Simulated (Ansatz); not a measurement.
```yaml
crystal:
  periodic: [false, false, false]
  atoms:
    - {symbol: N, position_ang: [-0.672141, 1.941535, -1.078916]}
    - {symbol: Ga, position_ang: [0.020281, 1.215622, 0.435016]}
    - {symbol: C, position_ang: [0.078243, -0.540430, 1.319152]}
    - {symbol: Si, position_ang: [0.382501, -1.876780, -0.540148]}
    - {symbol: H, position_ang: [-0.446056, 2.717937, -1.166072]}
    - {symbol: H, position_ang: [-1.238787, 1.229571, -1.580138]}
    - {symbol: H, position_ang: [1.089323, 2.257053, 1.692824]}
    - {symbol: H, position_ang: [-1.038949, -0.845908, 1.397569]}
    - {symbol: H, position_ang: [0.635082, -1.065121, 1.553783]}
    - {symbol: H, position_ang: [2.134859, -1.459134, -0.881328]}
    - {symbol: H, position_ang: [-0.378310, -1.075939, -1.545941]}
    - {symbol: H, position_ang: [-0.056246, -3.388229, -0.224686]}
basis:
  gaussian: {orbitals: def2-TZVP}
hamiltonian: {xc: {name: wB97X}, pseudopotentials: {relativity: none}}
```

```sh
$ ansatz run in.yaml --threads 4 --pin off --events-out ev --progress --plain --max-ram 10444MiB
```

Output, abridged:

```
Functional definition: wB97X
1342 factors; their error is unknown
369 factors; integrals over basis functions are off by at most 1.5e-5 eV
mean field evaluation 1: about -62895.2366 eV, gradient 7.7e1 eV
mean field evaluation 2: about -62894.3624 eV, gradient 7.9e1 eV
mean field evaluation 4: about -62907.0982 eV, gradient 4.3e0 eV
mean field evaluation 8: about -62907.1268 eV, gradient 5.2e-2 eV
mean field evaluation 16: about -62907.2516 eV, gradient 1.1e-4 eV
mean field -62907.25158090 eV, -2311.7988555314 hartree, gradient 4.3e-5 eV, S^2 0.000000; 0 other end points of the search recorded, 0 dependent functions left out
reference -62907.25153995 eV, -2311.7988540265 hartree; 33, 33 occupied and 162, 162 virtual orbitals, 1342 factors
Total energy: -62907.25153995 eV, -2311.7988540265 hartree
```

Hardware: 4 threads of an Arm Neoverse V1 on a shared host. Wall time 7 s, peak host memory 0.57 GiB.
